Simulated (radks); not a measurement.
Values are calculated unless marked as measured or tabulated.
All-electron atom: Re29+ in [Kr] 4d10 (the NIST ground configuration).

Code: a radial shooting solver on a logarithmic mesh with Libxc functionals. Model: Dirac Kohn-Sham, exchange-only PBE, spin-unpolarised, spherical densities, finite nucleus; Fermi nuclear charge, rms radius 5.3698 fm.

Energy parts (hartree):
part                   energy
total             -16309.8505
kinetic            18493.3473
electron-nucleus  -38997.0652
Hartree             4482.8734
exchange            -289.0059

Orbitals (lengths in bohr, moments of r in powers of bohr):
orbital,occ.,eigenvalue (hartree),<1/r>,<r^4>,small-component weight
1s1/2,2,-2666.224,88.71,5.462e-07,8.02e-02
2s1/2,2,-493.2070,21.62,0.00008143,1.82e-02
2p1/2,2,-473.5648,21.59,0.00004892,1.83e-02
2p3/2,4,-420.7089,18.03,0.00007213,1.64e-02
3s1/2,2,-143.3669,7.970,0.002936,6.05e-03
3p1/2,2,-134.6423,7.882,0.002580,5.99e-03
3p3/2,4,-123.0692,6.968,0.003412,5.48e-03
3d3/2,4,-108.4317,6.849,0.002295,5.34e-03
3d5/2,6,-105.9264,6.635,0.002496,5.20e-03
4s1/2,2,-56.59059,3.593,0.05290,2.31e-03
4p1/2,2,-52.88115,3.509,0.05435,2.24e-03
4p3/2,4,-49.65110,3.204,0.06798,2.07e-03
4d3/2,4,-43.56381,3.062,0.06972,1.93e-03
4d5/2,6,-42.90100,2.993,0.07412,1.88e-03

The highest occupied level is 4d5/2 at -1167.4 eV. The electron density at the nucleus is 1.546e+06 e/bohr^3.
